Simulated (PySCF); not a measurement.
Dipole response of Cs (caesium, neutral)

[Xe] 6s1, 2S determinant. Calculation: PySCF 2.14, in def2-TZVPPD with the def2 core potential (46 electrons); scalar relativity through the core potential. Coupled (time-dependent) response in atomic units; α is the mean over directions.

```tsv
method	mean α (bohr³)	C₆ (like pair)	S(−4)
UHF	640.9	13470	361000
PBE	470.7	8653	193300
PBE0	517.0	9900	233400
B3LYP	388.8	6606	130600
CAM-B3LYP	413.8	7238	147100
```

S(−4) is the Cauchy moment in α(ω) = α(0) + S(−4) ω² + …

Reference α: 400.9 ± 0.7 bohr³ (recommended; Schwerdtfeger and Nagle, table of static dipole polarizabilities (2023 update)). Published C₆: 6660 (Gould and Bucko (2016)).

Hartree-Fock lies above the reference because it lacks correlation, which contracts the outer shell.

α(iu) at CAM-B3LYP:

```
u (hartree)  α(iu) (bohr³)
          0          413.8
     0.0500          222.8
      0.100          100.7
      0.200          40.01
      0.300          24.91
      0.500          14.58
      0.750          9.290
       1.00          6.440
       1.50          3.540
       2.00          2.193
       3.00          1.056
       5.00         0.3982
```

Energies and moments cover only the electrons outside the core potential. Spin-orbit coupling, which splits the p, d and f shells strongly at this Z, is absent.
